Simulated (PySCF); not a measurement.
This script is equivalent to a calculation on In+ (indium, charge +1).

```python
from pyscf import gto, scf, dft, mp, cc
import basis_set_exchange as bse
txt = bse.get_basis("aug-cc-pVQZ-PP", elements=["In"], fmt="nwchem", header=False, augment_diffuse=1)
cut = txt.index("\nECP")
mol = gto.M(atom="In 0 0 0", charge=1, spin=0, symmetry="D2h",
            basis=gto.basis.parse(txt[:cut]),
            ecp={"In": gto.basis.parse_ecp(txt[cut:])})
mf = dft.UKS(mol, xc="HYB_MGGA_XC_R2SCANH")
mf.irrep_nelec = {'Ag': (4, 4), 'B1g': (1, 1), 'B2g': (1, 1), 'B3g': (1, 1), 'B1u': (1, 1), 'B2u': (1, 1), 'B3u': (1, 1)}
mf.kernel()
```

(1) What total energy does it give?

(2) Which occupied shell lies highest, and where?

Energies and moments cover only the electrons outside the core potential.

Results:

(1) -189.959 hartree (calculated).

(2) 5s, at -15.516 eV.
